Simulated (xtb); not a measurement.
A run for xtb: GFN2-xTB on H5NSiSn (SMILES [NH2][Sn][SiH3]), a point of a torsion scan.

```
$ xtb mol.xyz --gfn 2 --opt vtight --chrg 0 --uhf 0 --input xcontrol
8

N      2.04648531    -0.03845417    -0.04179615
Sn     0.47747495    -0.03363872     1.30083345
Si    -1.62486760     0.10907750    -0.09907087
H      2.81809395     0.52212473     0.36080212
H      2.28186236    -1.02546181    -0.24754604
H     -1.90366448    -1.23461189    -0.59801107
H     -2.70857021     0.55610654     0.79273020
H     -1.44303822     1.00505282    -1.24227803
$constrain
  force constant=1.0
  dihedral: 1,2,3,6,80.0
$end
```

Program output:

```
[...]
           -------------------------------------------------
          |                Calculation Setup                |
           -------------------------------------------------



           -------------------------------------------------
          |                 G F N 2 - x T B                 |
           -------------------------------------------------

        Reference                      10.1021/acs.jctc.8b01176
      * Hamiltonian:
        H0-scaling (s, p, d)           1.850000    2.230000    2.230000
        zeta-weighting                 0.500000
      * Dispersion:
        s8                             2.700000
        a1                             0.520000
        a2                             5.000000
        s9                             5.000000
      * Repulsion:
        kExp                           1.500000    1.000000
        rExp                           1.000000
      * Coulomb:
        alpha                          2.000000
        third order                    shell-resolved
        anisotropic                    true
        a3                             3.000000
        a5                             4.000000
        cn-shift                       1.200000
        cn-exp                         4.000000
        max-rad                        5.000000


          ...................................................
          :                      SETUP                      :
          :.................................................:
          :  # basis functions                  29          :
          :  # atomic orbitals                  27          :
          :  # shells                           13          :
          :  # electrons                        18          :
          :  max. iterations                   250          :
          :  Hamiltonian                  GFN2-xTB          :
          :  restarted?                      false          :
          :  GBSA solvation                  false          :
          :  PC potential                    false          :
          :  electronic temp.          300.0000000     K    :
          :  accuracy                    1.0000000          :
          :  -> integral cutoff          0.2500000E+02      :
          :  -> integral neglect         0.1000000E-07      :
          :  -> SCF convergence          0.1000000E-05 Eh   :
          :  -> wf. convergence          0.1000000E-03 e    :
          :  Broyden damping             0.4000000          :
          :  net charge                          0          :
          :  unpaired electrons                  0          :
          ...................................................

 iter      E             dE          RMSdq      gap      omega  full diag
   1     -7.5698492 -0.756985E+01  0.222E+01    0.58       0.0  T
   2     -7.3866164  0.183233E+00  0.322E+01    1.09       1.0  T
   3     -9.0583416 -0.167173E+01  0.109E+01    2.21       1.0  T
   4     -9.1768818 -0.118540E+00  0.979E+00    1.97       1.0  T
   5     -9.1999622 -0.230804E-01  0.976E+00    1.90       1.0  T
   6     -9.1855681  0.143941E-01  0.104E+01    1.92       1.0  T
   7     -9.3404781 -0.154910E+00  0.294E+00    1.45       1.0  T
   8     -9.3426295 -0.215146E-02  0.346E+00    1.51       1.0  T
   9     -9.3429300 -0.300431E-03  0.168E+00    1.51       1.0  T
  10     -9.3423525  0.577432E-03  0.143E+00    1.50       1.0  T
  11     -9.3431127 -0.760157E-03  0.566E-01    1.53       1.0  T
  12     -9.3433744 -0.261706E-03  0.268E-01    1.55       1.0  T
  13     -9.3433646  0.981562E-05  0.157E-01    1.55       1.0  T
  14     -9.3433831 -0.185645E-04  0.243E-02    1.56       1.5  T
  15     -9.3433837 -0.549190E-06  0.539E-03    1.56       6.6  T
  16     -9.3433837 -0.364310E-07  0.962E-04    1.56      36.7  T
  17     -9.3433837 -0.682887E-09  0.495E-04    1.56      71.5  T

   *** convergence criteria satisfied after 17 iterations ***

         #    Occupation            Energy/Eh            Energy/eV
      -------------------------------------------------------------
         1        2.0000           -0.7749153             -21.0865
       ...           ...                  ...                  ...
         3        2.0000           -0.5562618             -15.1367
         4        2.0000           -0.4885735             -13.2948
         5        2.0000           -0.4193715             -11.4117
         6        2.0000           -0.4136762             -11.2567
         7        2.0000           -0.4095063             -11.1432
         8        2.0000           -0.3716945             -10.1143
         9        2.0000           -0.3140652              -8.5461 (HOMO)
        10                         -0.2567813              -6.9874 (LUMO)
        11                         -0.1779463              -4.8422
        12                         -0.1565784              -4.2607
        13                         -0.1494089              -4.0656
        14                  
[...]
                     -0.1256137              -3.4181
       ...                                ...                  ...
        27                          0.8324854              22.6531
      -------------------------------------------------------------
                  HL-Gap            0.0823624 Eh            2.2412 eV
             Fermi-level           -0.2926579 Eh           -7.9636 eV

 SCC (total)                   0 d,  0 h,  0 min,  0.003 sec
 SCC setup                      ...        0 min,  0.000 sec (  1.568%)
 Dispersion                     ...        0 min,  0.000 sec (  0.635%)
 classical contributions        ...        0 min,  0.000 sec (  0.240%)
 integral evaluation            ...        0 min,  0.001 sec ( 26.912%)
 iterations                     ...        0 min,  0.001 sec ( 21.751%)
 molecular gradient             ...        0 min,  0.002 sec ( 45.077%)
 printout                       ...        0 min,  0.000 sec (  3.547%)

         :::::::::::::::::::::::::::::::::::::::::::::::::::::
         ::                     SUMMARY                     ::
         :::::::::::::::::::::::::::::::::::::::::::::::::::::
         :: total energy              -9.307646765315 Eh    ::
         :: gradient norm              0.000047611569 Eh/a0 ::
         :: HOMO-LUMO gap              2.241194998508 eV    ::
         ::.................................................::
         :: SCC energy                -9.376279479550 Eh    ::
         :: -> isotropic ES            0.021137423864 Eh    ::
         :: -> anisotropic ES          0.006188401228 Eh    ::
         :: -> anisotropic XC          0.002942035458 Eh    ::
         :: -> dispersion             -0.004963844877 Eh    ::
         :: repulsion energy           0.068632712533 Eh    ::
         :: add. restraining           0.000000001702 Eh    ::
         :: total charge              -0.000000000000 e     ::
         :::::::::::::::::::::::::::::::::::::::::::::::::::::

           -------------------------------------------------
          |                Property Printout                |
           -------------------------------------------------

    * Orbital Energies and Occupations

         #    Occupation            Energy/Eh            Energy/eV
      -------------------------------------------------------------
         1        2.0000           -0.7726977             -21.0262
         2        2.0000           -0.6618803             -18.0107
         3        2.0000           -0.5730168             -15.5926
         4        2.0000           -0.4947103             -13.4618
         5        2.0000           -0.4344054             -11.8208
         6        2.0000           -0.4019959             -10.9389
         7        2.0000           -0.4009018             -10.9091
         8        2.0000           -0.3769413             -10.2571
         9        2.0000           -0.3338391              -9.0842 (HOMO)
        10                         -0.2514767              -6.8430 (LUMO)
        11                         -0.1824208              -4.9639
        12                         -0.1571320              -4.2758
        13                         -0.1543968              -4.2014
        14                         -0.1256137              -3.4181
        15                         -0.0805219              -2.1911
        16                         -0.0633056              -1.7226
        17                         -0.0522674              -1.4223
        18                         -0.0294428              -0.8012
        19                          0.0045670               0.1243
        20                          0.0180183               0.4903
       ...                                ...                  ...
        27                          0.8324854              22.6531
      -------------------------------------------------------------
                  HL-Gap            0.0823624 Eh            2.2412 eV
             Fermi-level           -0.2926579 Eh           -7.9636 eV

     #   Z          covCN         q      C6AA      α(0)
     1   7 N        2.545    -0.419    30.943     8.261
     2  50 Sn       1.742     0.143   464.395    46.315
     3  14 Si       3.661     0.346   101.317    19.293
     4   1 H        0.861     0.138     1.482     1.907
     5   1 H        0.861     0.146     1.428     1.872
     6   1 H        0.915    -0.115     6.117     3.868
     7   1 H        0.915    -0.130     6.760     4.067
     8   1 H        0.915    -0.109     5.898     3.799

 Mol. C6AA /au·bohr⁶  :       2177.904200
 Mol. C8AA /au·bohr⁸  :     148096.471659
 Mol. α(0) /au        :         89.381396


Wiberg/Mayer (AO) data.
largest (>0.10) Wiberg bond orders for each atom

 ---------------------------------------------------------------------------
     #   Z sym  total        # sym  WBO       # sym  WBO       # sym  WBO
 ---------------------------------------------------------------------------
     1   7 N    3.253 --     2 Sn   1.318     4 H    0.967     5 H    0.961
     2  50 Sn   2.456 --     1 N    1.318     3 Si   0.937
     3  14 Si   3.579 --     2 Sn   0.937     7 H    0.881     6 H    0.876
                             8 H    0.875
     4   1 H    0.980 --     1 N    0.967
     5   1 H    0.979 --     1 N    0.961
     6   1 H    0.987 --     3 Si   0.876
     7   1 H    0.983 --     3 Si   0.881
     8   1 H    0.988 --     3 Si   0.875
 ---------------------------------------------------------------------------

Topologies differ in total number of bonds
Writing topology from bond orders to xtbtopo.mol

molecular dipole:
                 x           y           z       tot (Debye)
 q only:        0.276      -0.022       0.399
   full:        0.897      -0.073       0.930       3.289
molecular quadrupole (traceless):
                xx          xy          yy          xz          yz          zz
 q only:       -2.380       0.160      -0.401      -0.767      -0.061       2.781
  q+dip:       -4.085       0.109      -2.328      -0.326      -0.217       6.413
   full:       -5.141       0.382       0.692      -1.794      -0.024       4.450

           -------------------------------------------------
          |                Geometry Summary                 |
           -------------------------------------------------

      molecular mass/u    :      165.8420183
   center of mass at/Å    :        0.3571837      -0.0538499       1.2024160
  moments of inertia/u·Å² :        0.6651325E+02   0.1902731E+03   0.2514295E+03
rotational constants/cm⁻¹ :        0.2534477E+00   0.8859702E-01   0.6704715E-01

 * 5 selected distances

     #   Z          #   Z                                           value/Å
     1   7 N        4   1 H                                       1.0094502
     1   7 N        5   1 H                                       1.0091089 (min)
     3  14 Si       6   1 H                                       1.4759113 (max)
     3  14 Si       7   1 H                                       1.4755401
     3  14 Si       8   1 H                                       1.4745335

 * 2 distinct bonds (by element types)

   Z      Z             #   av. dist./Å        max./Å        min./Å
   1 H    7 N           2     1.0092796     1.0094502     1.0091089
   1 H   14 Si          3     1.4753283     1.4759113     1.4745335


optimized geometry written to: xtbopt.xyz


           -------------------------------------------------
          | TOTAL ENERGY               -9.307646765315 Eh   |
          | GRADIENT NORM               0.000047611569 Eh/α |
          | HOMO-LUMO GAP               2.241194998508 eV   |
           -------------------------------------------------

------------------------------------------------------------------------
------------------------------------------------------------------------
 total:
 SCF:
Note: The following floating-point exceptions are signalling: IEEE_UNDERFLOW_FLAG IEEE_DENORMAL
normal termination of xtb
 ANC optimizer:
```

The run finished.

Warnings raised: the energy holds the restraint's term.

Cost: very roughly 0.16 core-seconds.
